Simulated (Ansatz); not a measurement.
Total energies of the cluster Si3W⁻ from Ansatz at PBE0-D4/def2-TZVPD, gas phase (1 Eh = 27.2114 eV = 2625.5 kJ/mol). The reference geometry is relaxed at PBE0-D4/def2-SVPD.

```xyz
4

W    -0.8829   -0.0197    0.8381
Si   -0.1046    1.6948   -0.4389
Si    1.3399   -0.5527    0.6984
Si   -0.3525   -1.1224   -1.0977
```

| state | geometry | energy (Eh) |
| --- | --- | --- |
| charge -1 doublet | reference | -935.19005 |
| charge 0 singlet | reference | -935.14465 |
| charge -1 quartet | relaxed at PBE0-D4/def2-SVPD | -935.15213 |

In the def2 sets W takes a core potential; there is no spin–orbit coupling.

(1) Work out the vertical ionisation energy to the singlet.

(2) Which of the charge -1 states is lowest, and how far above it are the others?

(1) E(charge 0 singlet) − E(charge -1 doublet) = -935.14465 − (-935.19005) = 0.04540 Eh = 1.24 eV. For comparison, −ε of the highest occupied level of the spin that leaves is -0.16 eV at this level, 1.40 eV less.

(2) The doublet. quartet: -935.15213 − (-935.19005) = 0.03792 Eh = 99.6 kJ/mol. The quartet differs in its bonds from the reference.

At PBE0-D4/def2-TZVPD the highest occupied level of the charge -1 doublet lies above zero (up to 0.16 eV). By energy differences its removal costs 1.24 eV (vertical, to the charge 0 singlet, at PBE0-D4/def2-TZVPD); a positive level beside a positive removal energy at the same level points to self-interaction error. At PBE0-D4/def2-TZVPD the charge -1 quartet is spin-contaminated (final ⟨S²⟩ up to 3.96, 3.75 for a pure state). 

The structure comes from a short search, and lower isomers may exist.
